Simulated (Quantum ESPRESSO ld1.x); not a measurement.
Question: All-electron atom: Sr25+ in [Ne] 3s2 3p1. Method: scalar-relativistic Kohn-Sham, LDA (Slater exchange, Perdew-Zunger correlation), spin-polarised, spherical densities, point nucleus; open shells are filled with parallel spins first; computed with ld1.x of Quantum ESPRESSO 7.5. Some entries of the table are withheld. Estimate them.

orbital  occ.  eigenvalue (hartree)  r(max) (bohr)  <r> (bohr)
1s up       1              -628.618        0.02557     0.03919
1s down     1              -628.558        0.02556     0.03919
2s up       1              -121.021         0.1443      0.1702
2s down     1              -120.962         0.1443      0.1701
2p up       3              -112.692         0.1151         (1)
2p down     3              -112.623         0.1151         (2)
3s up       1              -46.2062         0.3965      0.4204
3s down     1              -45.9862         0.3965      0.4208
3p up       1              -43.5616            (3)      0.4083
3p down     0              -43.3413            (4)      0.4087

Answer: 
(1) 2p up <r> (bohr): 0.1479
(2) 2p down <r> (bohr): 0.1478
(3) 3p up r(max) (bohr): 0.3820
(4) 3p down r(max) (bohr): 0.3820
